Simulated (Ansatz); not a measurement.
`[CH3][In-]([CH3])([NH3+])[OH]` at its PBE0-D4/def2-TZVP geometry, where that method's forces vanish. The species carries charge 0 and has multiplicity 1. In takes the def2 core potential.

```xyz
15

C     0.0497    2.1468   -0.7529
In    0.0424    0.2935    0.3407
C    -1.4179   -0.6491    1.6199
N     0.3983   -1.2716   -1.4118
O     1.9633   -0.3477    0.7032
H    -0.7850    2.1988   -1.4548
H    -0.0272    2.9970   -0.0730
H     0.9864    2.2361   -1.3056
H    -2.4066   -0.6479    1.1570
H    -1.4920   -0.1205    2.5723
H    -1.1271   -1.6812    1.8245
H    -0.1404   -2.1283   -1.4252
H     1.3277   -1.4647   -1.0340
H     0.4859   -0.9282   -2.3600
H     2.1424   -0.6330    1.5996
```

(1) What forces (eV/Å) does ωB97M-V/def2-TZVPP give on these atoms in Ansatz? (Best estimate.)

Results:

(1) Computed: 
```
C1  -0.009 -0.001  0.019
In2 -0.035  0.016 -0.012
C3  -0.001  0.018 -0.007
N4   0.020 -0.001  0.015
O5  -0.010 -0.007  0.067
H6   0.066  0.012  0.045
H7   0.007 -0.049 -0.066
H8  -0.072  0.002  0.034
H9   0.068 -0.008  0.049
H10 -0.006 -0.051 -0.066
H11 -0.030  0.074 -0.009
H12  0.026  0.019 -0.011
H13 -0.047 -0.010 -0.048
H14  0.001 -0.023  0.027
H15  0.024  0.009 -0.036
```
